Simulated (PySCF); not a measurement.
Simulation results for C2H7GeO

Computed with PySCF 2.14.0. Calculation on a computer-drawn molecule: optimised geometry and harmonic frequencies of an isolated molecule of the commonest isotopes, restricted reference for singlets and unrestricted otherwise, frozen core in MP2; on germanium a core potential holds 10 electrons, which the energies leave out, and 3d is frozen in MP2 and coupled-cluster steps.

## C2H7GeO

Start structure:
```xyz
11
C2H7GeO
C     -0.8095    -1.5917    -0.1444
C     -1.2484    -0.3105    -0.8434
Ge    -0.4570     1.3314     0.1878
O      0.4004     0.7345     1.4568
H     -1.2910    -2.3735    -0.6705
H     -1.2200    -1.5728     0.9232
H      0.2562    -1.7804    -0.1452
H     -2.2663    -0.0791    -0.8295
H     -0.8496    -0.1982    -1.8136
H     -0.3293     2.8412     0.0453
H      0.9587     1.2168     2.1776
```

* charge: 1
* multiplicity: 1
* method: HF
* basis: cc-pVDZ
* basis and core potential on germanium: cc-pVDZ-PP ECP10MDF

Drawn bonds:
```tsv
atom	other atom	order
1	2	1
2	3	1
3	4	1
1	5	1
1	6	1
1	7	1
2	8	1
2	9	1
3	10	1
4	11	1
```

Question: Give the missing total energy for C2H7GeO.
Answer: -447.8145 hartree

Question: Estimate the rotational constants of C2H7GeO.
Answer: 8.582, 3.31, 2.461 GHz

Question: Give the table of modes values for C2H7GeO.
Answer: 
Modes:
```tsv
frequency (cm⁻¹)	reduced mass (dalton)
42.5	1.928
143.3	3.916
225.2	1.112
335	4.059
438.3	1.05
567.4	1.123
570.6	3.509
742.3	1.248
776.6	1.086
854.3	7.81
916.9	1.191
1020	1.939
1063	1.138
1132	1.694
1343	1.24
1363	1.381
1523	1.098
1538	1.175
1591	1.044
1595	1.035
2327	1.022
3185	1.06
3210	1.036
3232	1.102
3298	1.106
3304	1.106
4087	1.068
```

Further results for C2H7GeO:

- convergence status largest gradient component: 1.147e-05 hartree/bohr

Optimised structure:
```xyz
11
C2H7GeO
C     -0.8740    -1.6274    -0.1625
C     -1.1674    -0.2415    -0.7503
Ge    -0.3816     1.2246     0.2216
O      0.5313     0.7941     1.5972
H     -1.3637    -2.3733    -0.7878
H     -1.2600    -1.7258     0.8510
H      0.1936    -1.8421    -0.1487
H     -2.2379    -0.0154    -0.7855
H     -0.7988    -0.1305    -1.7751
H     -0.4578     2.7111    -0.0610
H      0.9605     1.4439     2.1452
```
